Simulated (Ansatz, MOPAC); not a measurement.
Molecule: BH₂, net charge -1, singlet state. SMILES: [BH2-]

Atoms: B1, H2, H3. Bonds: B1-H2, B1-H3.

Bond lengths (Å) and angles (degrees) optimised at PM3 with MOPAC; HF/STO-3G with Ansatz (an electronic-structure program); PBE/6-31G* with Ansatz; MP2/6-31G* with Ansatz, each started from the B3LYP-D3(BJ)/def2-TZVP structure (Ansatz) of the last column. A row stands for all coordinates that are equal there. 6-31G* holds six Cartesian d functions. No wavenumbers were computed at HF/STO-3G, PBE/6-31G*, MP2/6-31G*, so these may be saddle points.

```csv
coordinate,PM3,HF/STO-3G,PBE/6-31G*,MP2/6-31G*,B3LYP-D3(BJ)/def2-TZVP
B1-H2,1.222,1.228,1.307,1.275,1.249
H2-B1-H3,100.4,97.1,94.1,97.4,101.3
```

Mean signed difference of all 2 bond lengths from B3LYP-D3(BJ)/def2-TZVP: PM3 -0.027 Å, HF/STO-3G -0.021 Å, PBE/6-31G* 0.058 Å, MP2/6-31G* 0.026 Å.
